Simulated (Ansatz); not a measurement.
(BeSe)4 ring (Be4Se4). Total charge 0; singlet. Geometry PBE0-D4/def2-SVP, basis def2-TZVP, Ansatz.

```
run  HOMO (eV)  LUMO (eV)
  A      -9.75       0.50
  B      -6.69      -2.96
  C      -7.46      -2.51
  D      -7.07      -2.73
  E      -6.41      -3.16
```

Another isomer (singlet) lies 0.94 eV lower at PBE0-D4/def2-TZVP; other spin states weren't run for this one.

Task: The runs used HF, PBE, PBE0, r2SCAN, r2SCANh. Estimate which is which.

Result: A HF (100 % exact exchange); B r2SCAN (0 % exact exchange); C PBE0 (25 % exact exchange); D r2SCANh (10 % exact exchange); E PBE (0 % exact exchange). Exact exchange lowers occupied and raises empty levels; among semilocal functionals meta-GGAs tend to open the gap a little, and such runs are hard to tell apart. The gap grows from 3.25 eV (PBE) to 10.24 eV (HF).
